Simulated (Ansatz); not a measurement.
B₂H₄, SMILES BB.

Geometry: B3LYP-D3(BJ)/def2-TZVP.

Two levels are set side by side: PBE/def2-TZVPD (Ansatz, a quantum-chemistry and plane-wave program) and PBE0/def2-TZVPD (Ansatz). Energy differences of separate SCF runs at the same geometry; the states with an electron removed or added have multiplicity 2 and 2. Differences are taken from unrounded values.

```
quantity                            PBE0    PBE  PBE minus PBE0
---------------------------------  -----  -----  --------------
vertical ionisation energy (eV)    11.24  11.09           -0.15
vertical singlet–triplet gap (eV)   4.23   4.01           -0.23
```
